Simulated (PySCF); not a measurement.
Broadened absorption spectrum of C3H9FSeSi

Compound: C3H9FSeSi.
SMILES: `FCCC[Se][SiH3]`

Computed, not measured: PySCF 2.14.0, density-fitted response routines, TDDFT CAM-B3LYP/def2-SVPD, vertical, gas phase, core orbitals frozen in the response. The structure is a single PBE0-D3(BJ)/def2-SVP conformer in the gas phase; no vibrational or solvent corrections. Relativistic effects, spin–orbit coupling among them, are left out although an element past zinc is present. Torsions of this conformer, `[F:1][CH2:2][CH2:3][CH2:4][Se:5][SiH3:6]`: F1–C2–C3–C4 -60°, C2–C3–C4–Se5 -178°, C3–C4–Se5–Si6 -71°.

Computed states:

| state | E (eV) | f |
| --- | --- | --- |
| S1 | 4.97 | 0.0042 |
| S2 | 5.59 | 0.021 |
| S3 | 6.43 | 0.015 |
| S4 | 6.68 | 0.0007 |
| S5 | 6.85 | 0.0062 |
| S6 | 6.90 | 0.0083 |
| S7 | 7.03 | 0.061 |
| S8 | 7.29 | 0.046 |
| S9 | 7.38 | 0.038 |
| S10 | 7.62 | 0.220 |

Each state is given a Gaussian of 0.5 eV full width at half maximum, with ε(max) = 2.175×10⁸ f / Δν̃ (Δν̃ the width in cm⁻¹). The width is an assumption, not a result. The curve ends short of the highest state used, and states not computed would add to its high-energy end.

Question: What does the envelope look like, and where are its maxima?

Answer: 
```csv
E (eV),ε (L mol⁻¹ cm⁻¹)
4.22,0
4.30,2
4.38,5
4.46,13
4.54,30
4.62,60
4.70,104
4.78,155
4.86,203
4.94,234
5.02,248
5.10,260
5.18,303
5.26,412
5.34,596
5.42,825
5.50,1027
5.58,1123
5.66,1070
5.74,889
5.82,649
5.90,432
5.98,299
6.06,276
6.14,358
6.22,516
6.30,703
6.38,875
6.46,1023
6.54,1195
6.62,1491
6.70,2011
6.78,2790
6.86,3760
6.94,4794
7.02,5786
```

Maxima: 222 nm (5.59 eV), ε about 1100, made up of S2 (100%) (ε in L mol⁻¹ cm⁻¹; maxima over ε = 5, shares over 10%). At its high-energy end, 7.02 eV, the curve is still rising (ε about 5800, from S7 and S8).

Question: What would ε be at 5.59 eV, the highest of these maxima, with half the width (0.25 eV)?

Answer: About 2240 L mol⁻¹ cm⁻¹ against 1120, a factor of about 1.99; a lone state at its own centre would give exactly 2.

Question: On this curve, what absorbance would a 10⁻³ mol/L sample give at 248 nm over a 1 cm path?

Answer: 248 nm is 4.999 eV, where ε is about 250 L mol⁻¹ cm⁻¹, so A = ε c l ≈ 0.25 (Beer–Lambert, with the gas-phase spectrum and the assumed width).

Question: Coming from long wavelengths, where does ε first pass 100 L mol⁻¹ cm⁻¹?

Answer: At about 264 nm (4.70 eV), 0.27 eV below S1.

All these states lie below the vertical ionisation energy of 8.73 eV (ΔSCF).
